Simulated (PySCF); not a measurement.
## `C1CCC(Br)C1`, C$_{5}$H$_{9}$Br: coupling constants with relativity

Cartesian coordinates in Å; atom numbers follow the order of the lines, from 1:
```xyz
15

Br    1.176    1.974    1.180
C     0.752    0.902   -0.419
C     1.131   -0.551   -0.191
C    -0.004   -1.106    0.678
C    -1.246   -0.248    0.337
C    -0.753    0.843   -0.629
H     1.305    1.396   -1.228
H     2.132   -0.680    0.242
H     1.135   -1.042   -1.181
H     0.255   -0.996    1.741
H    -0.167   -2.179    0.498
H    -1.664    0.203    1.248
H    -2.051   -0.844   -0.118
H    -0.923    0.541   -1.676
H    -1.244    1.815   -0.490
```

Calculated values (PySCF integrals, density fitting): indirect couplings, PBE0/pcJ-1 (dyall-v2z on Br), no solvent, finite nuclei, PBE0-D3(BJ)/def2-SVP geometry.

Non-relativistic values:
```json
{"coupling": "1J(79Br,13C)", "atoms": "Br1 – C2", "J (Hz)": "-65.6"}
{"coupling": "2J(79Br,13C)", "atoms": "Br1 – C3/C6", "J (Hz)": "6.4"}
{"coupling": "2J(79Br,1H)", "atoms": "Br1 – H7", "J (Hz)": "24.7"}
{"coupling": "3J(79Br,13C)", "atoms": "Br1 – C4/C5", "J (Hz)": "1.5"}
{"coupling": "3J(79Br,1H)", "atoms": "Br1 – H8/H15", "J (Hz)": "8.1"}
{"coupling": "3J(79Br,1H)", "atoms": "Br1 – H9/H14", "J (Hz)": "18.9"}
```

Task: What do two-component X2C with spin–orbit coupling give?

Result: 
| coupling | atoms | with spin–orbit (Hz) |
| --- | --- | --- |
| 1J(79Br,13C) | Br1 – C2 | -68.5 |
| 2J(79Br,13C) | Br1 – C3/C6 | 5.7 |
| 2J(79Br,1H) | Br1 – H7 | 26.0 |
| 3J(79Br,13C) | Br1 – C4/C5 | 1.5 |
| 3J(79Br,1H) | Br1 – H8/H15 | 8.6 |
| 3J(79Br,1H) | Br1 – H9/H14 | 19.8 |

The largest listed coupling, 1J(79Br,13C), ends at 1.04 times its non-relativistic value. Equivalent partners are averaged, as under fast rotation. Couplings to strongly quadrupolar nuclei (79Br) are seldom resolved in solution.
